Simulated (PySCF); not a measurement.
## How methods differ on the excitation energy of In

In [Kr] 4d10 5s2 5p1 (2P) → In [Kr] 4d10 5s1 5p2 (4P), as a difference of total energies. Computed with PySCF 2.14 in aug-cc-pwCVTZ-PP with ECP28MDF (8s7p6d4f1g, 96 functions), with scalar relativity through the core potential. Correlated levels: valence: 4s2 4p6 4d10 frozen. The calculations carry no spin-orbit coupling.

```csv
method,excitation energy (cm⁻¹),error (cm⁻¹)
UHF,23261,-11827
MP2 (valence),28486,-6601
SCS-MP2 (valence),30487,-4600
CCSD (valence),30125,-4963
CCSD(T) (valence),30283,-4804
```

Reference: 35088 cm⁻¹ (measured; NIST levels, between the centres of gravity of the two terms).

Errors of the correlated levels include the incompleteness of this basis and the frozen core.
